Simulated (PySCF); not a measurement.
# Electronic absorption of C5H10O2S

Species: C₅H₁₀O₂S.
SMILES: `CS(=O)(=O)C1CCC1`

Computed with PySCF, TDDFT CAM-B3LYP/def2-SVPD, vertical, gas phase, core orbitals frozen in the response. Geometry: PBE0-D3(BJ)/def2-SVP, one conformer, isolated molecule. Torsions of this conformer, `[CH3:1][S:2](=[O:3])(=[O:4])[CH:5]1[CH2:6][CH2:7][CH2:8]1`: C1–S2–C5–C6 176°.

Predict the UV-vis stick spectrum at this level.

| state | E (eV) | ν̃ (cm⁻¹) | f | main configurations (H = HOMO, L = LUMO) |
| --- | --- | --- | --- | --- |
| S1 | 7.55 | 60930 | 0.0096 | H→L (83%) |
| S2 | 8.06 | 64990 | 0.012 | H-1→L (74%), H-1→L+3 (10%) |
| S3 | 8.10 | 65360 | 0.031 | H→L+1 (53%), H→L+3 (12%), H→L (9%) |
| S4 | 8.22 | 66340 | 0.060 | H→L+2 (42%), H→L+1 (18%), H→L+3 (16%) |
| S5 | 8.38 | 67570 | 0.014 | H-2→L (28%), H→L+3 (20%), H→L+2 (13%) |
| S6 | 8.56 | 69080 | 0.014 | H-1→L+1 (31%), H-1→L+2 (15%), H-2→L (12%) |
| S7 | 8.65 | 69770 | 0.0076 | H-2→L (22%), H→L+2 (15%), H-1→L+2 (12%) |
| S8 | 8.71 | 70280 | 0.0087 | H-3→L (36%), H-4→L (8%) |
| S9 | 8.72 | 70350 | 0.0023 | H-1→L+1 (30%), H-1→L+3 (16%), H-1→L (11%) |
| S10 | 8.78 | 70820 | 0.023 | H-4→L (35%) |

Triplets, Tamm–Dancoff:

| state | E (eV) | λ (nm) | main configurations (H = HOMO, L = LUMO) |
| --- | --- | --- | --- |
| T1 | 7.37 | 168.1 | H→L (70%) |
| T2 | 7.70 | 161.0 | H-1→L (42%), H-1→L+3 (16%), H-1→L+9 (11%) |
| T3 | 7.78 | 159.3 | H→L+1 (46%), H→L+2 (15%) |
| T4 | 7.92 | 156.5 | H→L+3 (24%), H→L (20%), H→L+2 (15%) |

The lowest singlet lies at 7.55 eV (164 nm, vacuum ultraviolet) and is weak; its leading configuration is HOMO→LUMO (83%). The strongest level in the table is S4 at 8.22 eV (151 nm, f = 0.060). S8/S9 lie within about 0.01 eV of each other. Löwdin shares by element: HOMO oxygen 47%, carbon 14% or more, sulfur 12% (atoms not listed hold the other 27%); LUMO sulfur 26%, hydrogen 19% or more, carbon 9% or more (atoms not listed hold the other 46%). Weighted by f, the mean energy of these states is 8.31 eV. Of the 10 states listed, 6 reach f = 0.01 and none stays under 0.0005. The listed states span 1.23 eV, and the widest gap between neighbours is 0.50 eV (S1 to S2). All these states lie below the vertical ionisation energy of 10.27 eV (ΔSCF). Only the lowest 10 singlets were computed, as vertical energies without vibronic structure.
